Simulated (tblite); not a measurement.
Isomers of C4H10OSi3. All values are computed: GFN2-xTB (tblite) harmonic vibrations without scaling, gas phase. This tight-binding method is rough: wavenumbers can miss measured ones by several per cent, in bad cases by 10 to 20. Modes of hydrogen on silicon can be 10 to 20 % off. One conformer each.

Electronic energies: GFN2-xTB at the same geometries; isomer energies are rough at this level and their order can be wrong.

| SMILES | electronic energy, lowest = 0 (kcal/mol) |
| --- | --- |
| [SiH3][SiH]([SiH3])c1ccco1 | 0.0 |
| O=C([SiH3])[Si@H]1C=CC[SiH2]1 | 34.4 |
| C[Si@@H]1C=C(C=O)[Si@@H]1[SiH3] | 42.8 |

How do GFN2-xTB zero-point energies change the relative energies?

```
                         SMILES  ZPE (kcal/mol)  of it from modes above 1550 cm⁻¹  electronic (kcal/mol)  with ZPE, lowest = 0 (kcal/mol)  lowest mode (cm⁻¹)  rings
     [SiH3][SiH]([SiH3])c1ccco1            71.8                              38.0                    0.0                              0.0                  14      1
  O=C([SiH3])[Si@H]1C=CC[SiH2]1            72.6                              41.0                   34.4                             35.2                  14      1
C[Si@@H]1C=C(C=O)[Si@@H]1[SiH3]            73.0                              41.5                   42.8                             44.0                  37      1
```

The zero-point energies span 1.2 kcal/mol, from `[SiH3][SiH]([SiH3])c1ccco1` to `C[Si@@H]1C=C(C=O)[Si@@H]1[SiH3]`. The order is unchanged.
